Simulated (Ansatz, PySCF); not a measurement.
Reaction (SMILES): [Cl][Ge][Cl] -> [Cl][Ge][Cl] as doublet, charge -1 (an electron is taken up)
Each molecule is optimised on its own at B3LYP-D3(BJ)/def2-TZVP (Ansatz, a quantum-chemistry and plane-wave program). A spin state is the lowest found, not a proven ground state.

Property: adiabatic electron affinity (0 K, with B3LYP-D3(BJ) harmonic zero-point energies from PySCF), positive where the reaction releases energy, in eV. Valence correlation only, unless marked. UHF or UKS for open shells. Spin-orbit coupling is left out. Frozen are the shells of the preceding noble gas and the d and f shells that filled before the atom's block. Non-relativistic. Anions need diffuse functions: def2-D sets add few; the other sets have none. Basis-set limits of correlation are two-point, X^-3; Hartree-Fock from the larger set. [CCSD(T)-MP2]/basis is that difference in the basis named.

RI-MP2/CBS(def2-TZVPPD,def2-QZVPPD)+[CCSD(T)-MP2]/def2-TZVPPD (Ansatz) gives 1.44 eV.

Question: Another calculation gave 1.46 eV. Which level was it?
A) BLYP/def2-TZVPD (Ansatz)
B) LC-wPBE/def2-TZVPD (Ansatz)
C) BHLYP/def2-TZVPD (Ansatz)
D) HF/def2-TZVPD (PySCF)

Answer: C, BHLYP/def2-TZVPD (Ansatz). The others give 1.18 (HF), 1.34 (BLYP), 1.59 (LC-wPBE) eV.
